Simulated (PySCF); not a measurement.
# input.py for BeSi⁺

Input:

```python
from pyscf import gto, scf, cc

mol = gto.M(
    atom='Be 0 0 0; Si 0 0 2.175',
    basis='cc-pvdz-dk',
    charge=1,
    spin=3,
    verbose=4,
)
mf = scf.UHF(mol)
mf = mf.sfx2c1e()
mf.kernel()
mycc = cc.CCSD(mf)
mycc.kernel()
e = mycc.ipccsd(nroots=5)[0]
print('roots (eV) =', (e*27.211386).round(3))
mf.dip_moment()
print('orbital energies (hartree):', [e[max(0, n-3):n+3].round(4) for e, n in zip(mf.mo_energy, mol.nelec)])
```

```bash
$ OMP_NUM_THREADS=1 python input.py
```

The log (some set-up lines and the per-cycle HOMO/LUMO lines with their warnings removed):

```
PySCF version 2.14.0

[INPUT] verbose = 4
[INPUT] num. atoms = 2
[INPUT] num. electrons = 17
[INPUT] charge = 1
[INPUT] spin (= nelec alpha-beta = 2S) = 3
[INPUT] symmetry False subgroup None
[INPUT] Mole.unit = angstrom
[INPUT] Symbol           X                Y                Z      unit          X                Y                Z       unit  Magmom
[INPUT]  1 Be     0.000000000000   0.000000000000   0.000000000000 AA    0.000000000000   0.000000000000   0.000000000000 Bohr   0.0
[INPUT]  2 Si     0.000000000000   0.000000000000   2.175000000000 AA    0.000000000000   0.000000000000   4.110154320929 Bohr   0.0

nuclear repulsion = 13.6247925570207
number of shells = 10
number of NR pGTOs = 67
number of NR cGTOs = 32
basis = cc-pvdz-dk
ecp = {}

******** <class 'pyscf.x2c.sfx2c1e.sfX2C1eUHF'> ********
method = sfX2C1eUHF
initial guess = minao
damping factor = 0
level_shift factor = 0
DIIS = <class 'pyscf.scf.diis.CDIIS'>
diis_start_cycle = 1
diis_space = 8
diis_damp = 0
SCF conv_tol = 1e-09
SCF conv_tol_grad = None
SCF max_cycles = 50
direct_scf = True
direct_scf_tol = 1e-13
number electrons alpha = 10  beta = 7

******** <class 'pyscf.x2c.sfx2c1e.SpinFreeX2CHelper'> ********
approx = 1e
xuncontract = 1
Set gradient conv threshold to 3.16228e-05
init E= -304.04278610256

cycle= 1 E= -303.715576195513  delta_E= 0.327  |g|= 0.177  |ddm|= 0.966
cycle= 2 E= -303.766410946575  delta_E= -0.0508  |g|= 0.0482  |ddm|= 0.385
cycle= 3 E= -303.770102579563  delta_E= -0.00369  |g|= 0.0195  |ddm|= 0.0908
cycle= 4 E= -303.771294669113  delta_E= -0.00119  |g|= 0.00974  |ddm|= 0.0507
cycle= 5 E= -303.771767643135  delta_E= -0.000473  |g|= 0.00507  |ddm|= 0.0357
cycle= 6 E= -303.771927553192  delta_E= -0.00016  |g|= 0.00232  |ddm|= 0.026
cycle= 7 E= -303.771963917308  delta_E= -3.64e-05  |g|= 0.00104  |ddm|= 0.0126
cycle= 8 E= -303.771972343786  delta_E= -8.43e-06  |g|= 0.000371  |ddm|= 0.0073
cycle= 9 E= -303.771973321003  delta_E= -9.77e-07  |g|= 0.000239  |ddm|= 0.002
cycle= 10 E= -303.771973870652  delta_E= -5.5e-07  |g|= 0.00015  |ddm|= 0.00142
cycle= 11 E= -303.771974189515  delta_E= -3.19e-07  |g|= 5.61e-05  |ddm|= 0.00158
cycle= 12 E= -303.771974227293  delta_E= -3.78e-08  |g|= 1.4e-05  |ddm|= 0.000633
cycle= 13 E= -303.771974228654  delta_E= -1.36e-09  |g|= 2.32e-06  |ddm|= 0.000117
cycle= 14 E= -303.771974228677  delta_E= -2.22e-11  |g|= 4.98e-07  |ddm|= 1.36e-05
Extra cycle  E= -303.771974228677  delta_E= -5.12e-13  |g|= 2.12e-07  |ddm|= 1.43e-06
converged SCF energy = -303.771974228677  <S^2> = 3.7736684  2S+1 = 4.0118167

******** <class 'pyscf.cc.uccsd.UCCSD'> ********
CC2 = 0
CCSD nocc = (np.int64(10), np.int64(7)), nmo = (32, 32)
max_cycle = 50
direct = 0
conv_tol = 1e-07
conv_tol_normt = 1e-06
diis_space = 6
diis_start_cycle = 0
diis_start_energy_diff = 1e+09
Init t2, MP2 energy = -0.0708141889246556
Init E_corr(UCCSD) = -0.07081418892473
cycle = 1  E_corr(UCCSD) = -0.0832882511838051  dE = -0.0124740623  norm(t1,t2) = 0.0666205
cycle = 2  E_corr(UCCSD) = -0.0871176839961059  dE = -0.00382943281  norm(t1,t2) = 0.0335798
cycle = 3  E_corr(UCCSD) = -0.0904072479964038  dE = -0.003289564  norm(t1,t2) = 0.0225575
cycle = 4  E_corr(UCCSD) = -0.0906465048879768  dE = -0.000239256892  norm(t1,t2) = 0.00927447
cycle = 5  E_corr(UCCSD) = -0.0906786240162398  dE = -3.21191283e-05  norm(t1,t2) = 0.00412367
cycle = 6  E_corr(UCCSD) = -0.0907606382227505  dE = -8.20142065e-05  norm(t1,t2) = 0.00172064
cycle = 7  E_corr(UCCSD) = -0.090752241853025  dE = 8.39636973e-06  norm(t1,t2) = 0.000439389
cycle = 8  E_corr(UCCSD) = -0.0907587066454974  dE = -6.46479247e-06  norm(t1,t2) = 0.000115649
cycle = 9  E_corr(UCCSD) = -0.0907584389871934  dE = 2.67658304e-07  norm(t1,t2) = 3.55097e-05
cycle = 10  E_corr(UCCSD) = -0.0907581858201899  dE = 2.53167004e-07  norm(t1,t2) = 1.69607e-05
cycle = 11  E_corr(UCCSD) = -0.0907576995105209  dE = 4.86309669e-07  norm(t1,t2) = 8.16591e-06
cycle = 12  E_corr(UCCSD) = -0.0907576830571204  dE = 1.64534006e-08  norm(t1,t2) = 3.7302e-06
cycle = 13  E_corr(UCCSD) = -0.0907577689858736  dE = -8.59287532e-08  norm(t1,t2) = 1.73278e-06
cycle = 14  E_corr(UCCSD) = -0.0907577928131947  dE = -2.38273211e-08  norm(t1,t2) = 5.89979e-07
UCCSD converged
E(UCCSD) = -303.8627320214902  E_corr = -0.09075779281319467

******** <class 'pyscf.cc.eom_uccsd.EOMIP'> ********
max_space = 20
max_cycle = 50
conv_tol = 1e-07
partition = None
EOM-CCSD root 0 E = 0.5179840166766647  qpwt = 0.947469  conv = True
EOM-CCSD root 1 E = 0.5179840166934284  qpwt = 0.947469  conv = True
EOM-CCSD root 2 E = 0.613818944621966  qpwt = 0.949044  conv = True
EOM-CCSD root 3 E = 0.6467934724426038  qpwt = 5.99198e-12  conv = True
EOM-CCSD root 4 E = 0.7151864682688024  qpwt = 0.911109  conv = True
roots (eV) = [14.095 14.095 16.703 17.6   19.461]
Dipole moment(X, Y, Z, Debye):  0.00000, -0.00000,  2.16232
orbital energies (hartree): [array([-0.6187, -0.5171, -0.5171, -0.2565, -0.1725, -0.1725]), array([-4.4675, -4.4675, -0.7121, -0.2573, -0.1766, -0.1702])]
```

In short: E(SCF) = -303.771974 Eh, 14 cycles, E(CCSD) − E(SCF) = -0.09076 Eh, ⟨S²⟩ = 3.774, ionisation roots 14.095, 14.095, 16.703, 17.600, 19.461 eV.

Hardware: Arm Neoverse N1, 1 thread, shared host. Wall time 4.3 s, peak memory 0.14 GiB.

The bond length is a typed value, not an optimised one. The dipole of an ion depends on the origin. No search for the lowest solution was made.
